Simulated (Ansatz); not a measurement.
System: CuH, net charge -1, doublet state. The spin state was set by rule; other spins were not relaxed. 
Geometry from a B3LYP-D3(BJ)/def2-TZVP (Ansatz, a quantum-chemistry and plane-wave program) optimisation:
```xyz
2

Cu     0.0000     0.0000    -0.0535
H      0.0000     0.0000     1.5529
```
Charge -1, spin multiplicity 2.

Basis-set convergence of Hartree-Fock and MP2 correlation energies (hartree) with Ansatz. Cores are frozen in the correlated levels unless marked. Open shells are spin-unrestricted. Spin-orbit coupling is left out. The frozen core is the preceding noble-gas configuration, with the filled d and f shells of earlier blocks. No relativistic terms. This anion needs diffuse functions, which these sets lack.

```json
[
 {"basis": "def2-SVP", "functions": "36", "E(HF)": "-1639.20750", "E(corr, MP2)": "-0.32006"},
 {"basis": "def2-TZVPP", "functions": "78", "E(HF)": "-1639.46011", "E(corr, MP2)": "-0.53478"},
 {"basis": "def2-QZVPP", "functions": "130", "E(HF)": "(withheld)", "E(corr, MP2)": "(withheld)"}
]
```

What belongs in the gaps?


- def2-QZVPP, E(HF): -1639.51573
- def2-QZVPP, E(corr, MP2): -0.56167
